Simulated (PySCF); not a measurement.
1-methoxycyclohexene, C7H12O.
Bonds: C1–O2, O2–C3, C3–C4 (double), C4–C5, C5–C6, C6–C7, C7–C8, C3–C8. Hydrogens: H9, H10, H11 on C1; H12 on C4; H13, H14 on C5; H15, H16 on C6; H17, H18 on C7; H19, H20 on C8.

The same species was optimised twice, with GFN2-xTB and with PBE0-D3(BJ)/def2-SVP (PySCF), and the same property calculations (PySCF, gas phase) were run on both structures.

```
     coordinate  GFN2-xTB  PBE0-D3(BJ)/def2-SVP  change
      O2–C3 (Å)     1.372                 1.353  -0.019
      C3=C4 (Å)     1.328                 1.345  +0.017
      C1–O2 (Å)     1.404                 1.397  -0.007
      C3–C8 (Å)     1.504                 1.499  -0.005
      C4–C5 (Å)     1.501                 1.503  +0.002
      C7–C8 (Å)     1.524                 1.523  -0.001
      C6–C7 (Å)     1.524                 1.523  -0.001
      C5–C6 (Å)     1.525                 1.524  -0.001
   C6–C7–C8 (°)     109.4                 110.7    +1.3
   C5–C6–C7 (°)     109.6                 110.6    +1.0
   C3–C8–C7 (°)     111.4                 112.2    +0.8
   O2–C3–C4 (°)     126.2                 125.7    -0.5
   C4–C5–C6 (°)     111.9                 112.4    +0.5
   C3–C4–C5 (°)     122.9                 122.5    -0.4
   O2–C3–C8 (°)     110.5                 110.8    +0.3
   C4–C3–C8 (°)     123.3                 123.5    +0.2
C1–O2–C3–C4 (°)        -2                     0      +2
```

Rotational constants: A = 4206, B = 1440, C = 1131 MHz (GFN2-xTB) against A = 4166, B = 1448, C = 1131 MHz (PBE0-D3(BJ)/def2-SVP). Point groups within 0.08 Å: C1 and C1.

On the GFN2-xTB structure: HOMO (eV) -6.17 [PBE0/pcSseg-1]; LUMO (eV) 1.14 [PBE0/pcSseg-1]; dipole (D) 0.74 [PBE0/pcSseg-1]; GIAO shielding of C1 (ppm) 131.9 [PBE0/pcSseg-1]; GIAO shielding of O2 (ppm) 219.6 [PBE0/pcSseg-1]; GIAO shielding of C3 (ppm) 22.4 [PBE0/pcSseg-1]; GIAO shielding of C4 (ppm) 90.2 [PBE0/pcSseg-1]; GIAO shielding of C5 (ppm) 158.8 [PBE0/pcSseg-1]; GIAO shielding of C6 (ppm) 160.3 [PBE0/pcSseg-1]; GIAO shielding of C7 (ppm) 160.1 [PBE0/pcSseg-1]; GIAO shielding of C8 (ppm) 154.6 [PBE0/pcSseg-1].

**Question.** What do these properties become on the PBE0-D3(BJ)/def2-SVP structure?

**Answer.** 
```json
{"property": "HOMO (eV)", "level": "PBE0/pcSseg-1", "on GFN2-xTB": "-6.17", "on PBE0-D3(BJ)/def2-SVP": "-6.09", "change": "+0.08"}
{"property": "LUMO (eV)", "level": "PBE0/pcSseg-1", "on GFN2-xTB": "1.14", "on PBE0-D3(BJ)/def2-SVP": "1.11", "change": "-0.03"}
{"property": "dipole (D)", "level": "PBE0/pcSseg-1", "on GFN2-xTB": "0.74", "on PBE0-D3(BJ)/def2-SVP": "0.68", "change": "-0.06"}
{"property": "energy, GFN2-xTB geometry as zero (kcal/mol)", "level": "PBE0/pcSseg-1", "on GFN2-xTB": "0.0", "on PBE0-D3(BJ)/def2-SVP": "-0.5", "change": "-0.5"}
{"property": "GIAO shielding of C1 (ppm)", "level": "PBE0/pcSseg-1", "on GFN2-xTB": "131.9", "on PBE0-D3(BJ)/def2-SVP": "131.1", "change": "-0.8"}
{"property": "GIAO shielding of O2 (ppm)", "level": "PBE0/pcSseg-1", "on GFN2-xTB": "219.6", "on PBE0-D3(BJ)/def2-SVP": "219.7", "change": "+0.1"}
{"property": "GIAO shielding of C3 (ppm)", "level": "PBE0/pcSseg-1", "on GFN2-xTB": "22.4", "on PBE0-D3(BJ)/def2-SVP": "21.5", "change": "-0.9"}
{"property": "GIAO shielding of C4 (ppm)", "level": "PBE0/pcSseg-1", "on GFN2-xTB": "90.2", "on PBE0-D3(BJ)/def2-SVP": "88.4", "change": "-1.8"}
{"property": "GIAO shielding of C5 (ppm)", "level": "PBE0/pcSseg-1", "on GFN2-xTB": "158.8", "on PBE0-D3(BJ)/def2-SVP": "158.1", "change": "-0.7"}
{"property": "GIAO shielding of C6 (ppm)", "level": "PBE0/pcSseg-1", "on GFN2-xTB": "160.3", "on PBE0-D3(BJ)/def2-SVP": "159.4", "change": "-0.9"}
{"property": "GIAO shielding of C7 (ppm)", "level": "PBE0/pcSseg-1", "on GFN2-xTB": "160.1", "on PBE0-D3(BJ)/def2-SVP": "159.5", "change": "-0.6"}
{"property": "GIAO shielding of C8 (ppm)", "level": "PBE0/pcSseg-1", "on GFN2-xTB": "154.6", "on PBE0-D3(BJ)/def2-SVP": "154.1", "change": "-0.5"}
```

The heavy atoms differ by 0.018 Å rms after alignment. Among bonds between heavy atoms O2–C3 changes most (-0.019 Å). Changes are differences of the printed values. Neither structure is proved a minimum here.
